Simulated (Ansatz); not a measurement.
The first iterations of a band of C$_{3}$H$_{9}$B (13 atoms, charge 0, multiplicity 1).

Theory: RKS PBE/6-31G* in Ansatz 0.2.0.

* movable images: 4
* climbing image: no
* spring: 5.0 eV/Å²
* optimiser: quadratic models (default)
* start path: through a guess of the saddle point
* force threshold: 0.05 eV/Å
* iteration limit: 60
* end points: relaxed

Initial state:

```xyz
13
Properties=species:S:1:pos:R:3
C -0.870 1.209 -0.521
B 0.010 -0.004 -0.011
C 1.035 0.216 1.174
C -0.150 -1.436 -0.664
H -1.442 1.028 -1.446
H -0.260 2.123 -0.655
H -1.596 1.473 0.276
H 1.070 -0.639 1.874
H 0.903 1.149 1.748
H 2.049 0.256 0.722
H -0.213 -1.393 -1.767
H -1.131 -1.842 -0.338
H 0.616 -2.176 -0.375
```

Final state:

```xyz
13
Properties=species:S:1:pos:R:3
C -1.020 1.158 -0.331
B -0.015 -0.013 0.016
C 1.243 0.283 0.928
C -0.238 -1.463 -0.573
H -0.542 1.784 -1.115
H -1.181 1.846 0.521
H -2.001 0.840 -0.726
H 0.967 -0.040 1.955
H 1.528 1.347 1.004
H 2.133 -0.315 0.664
H 0.098 -1.435 -1.632
H -1.300 -1.764 -0.613
H 0.348 -2.261 -0.084
```

| iteration | highest image above the first end (eV) | largest band force component (eV/Å) |
| --- | --- | --- |
| 1 | 1.927 | 3.220 |
| 2 | 0.931 | 2.485 |

Does the band converge within its limit, and where does its top end?

The run converged. It ended after 8 iterations with the highest image 0.021 eV above the first end. No image climbed, so the highest image needn't sit at the top of the path.

The run took 44 s on 1 CPU thread of a shared host.
